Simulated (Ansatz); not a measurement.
A barrier at the coupled-cluster level

Start structure (Si4H12ClOF, closed shell), relaxed at PBE0-D4/def2-TZVP:

Si1  (-0.455, 0.463, 1.071)
Si2  (1.846, 0.888, 1.112)
Si3  (-1.673, 1.969, -0.248)
Si4  (-0.908, -1.781, 0.573)
Cl5  (-1.056, 0.736, 3.062)
H6  (0.934, -0.463, -1.982)
O7  (0.127, 0.011, -1.744)
H8  (1.449, -2.380, -0.973)
F9  (1.984, -2.109, -1.689)
H10  (2.478, -0.020, 2.107)
H11  (2.477, 0.662, -0.214)
H12  (2.072, 2.296, 1.530)
H13  (-2.451, 1.243, -1.289)
H14  (-0.760, 2.934, -0.912)
H15  (-2.627, 2.716, 0.614)
H16  (0.364, -2.511, 0.244)
H17  (-1.824, -1.965, -0.582)
H18  (-1.463, -2.498, 1.751)
H19  (-0.513, -0.190, -2.431)
(Å)

The step: Si₄H₉Cl ([SiH3][Si]([SiH3])([SiH3])[Cl]) + H₂O + HF → Si₃H₇Cl ([SiH3][SiH]([SiH3])[Cl]) + SiH₃F ([F][SiH3]) + H₂O; bonds formed: Si1–H8, Si2–F9; bonds broken: Si1–Si2, H8–F9. Computed with Ansatz 0.2.0 (basis: def2-TZVPP and def2-QZVPP); correlated methods freeze the cores. Extrapolation: Hartree–Fock as exp(−7.88 √X), correlation as X^−2.97. Energies below are by CCSD(T) at an estimated basis limit (MP2 extrapolated from triple and quadruple zeta, plus CCSD(T) − MP2 in triple zeta).

Q: What are the electronic barrier and the energy of the step, from the start structure to the end structure? (An estimate is asked for; the value comes from the calculation.)

A: Computed: Barrier 165.5 kJ/mol; step energy -113.3 kJ/mol (downhill); reverse barrier, their difference, 278.8 kJ/mol. Barrier and step energy count from the start structure, the reverse barrier from the end structure.

The saddle point: One imaginary mode of 1064i cm⁻¹.
```tsv
pair	start (Å)	saddle (Å)	end (Å)
Si1–H8	3.99	1.76	1.49
Si2–F9	4.10	2.09	1.62
Si1–Si2	2.34	2.58	4.22
H8–F9	0.93	1.27	2.95
```

Zero-point energy (harmonic, PBE0-D4): ZPE is 298.4 kJ/mol at the start and 290.8 kJ/mol at the saddle, so the barrier goes from 165.5 to 157.9 kJ/mol.

T1 diagnostic: at most 0.014.

Labels in which every atom is bracketed show which atoms are joined, not bond orders.

For scale, one of the runs: CCSD(T)/def2-TZVPP, 440 basis functions, launched by `ansatz run in.yaml --threads 5 --pin off --events-out ev --progress --plain --max-ram 66560MiB --backend cuda --devices 0, --max-vram 37GiB`. The run took 29 s on 5 CPU threads of an AMD EPYC 7R13 and a share of one NVIDIA H100 (shared host), with 1 GiB of host memory at its peak.
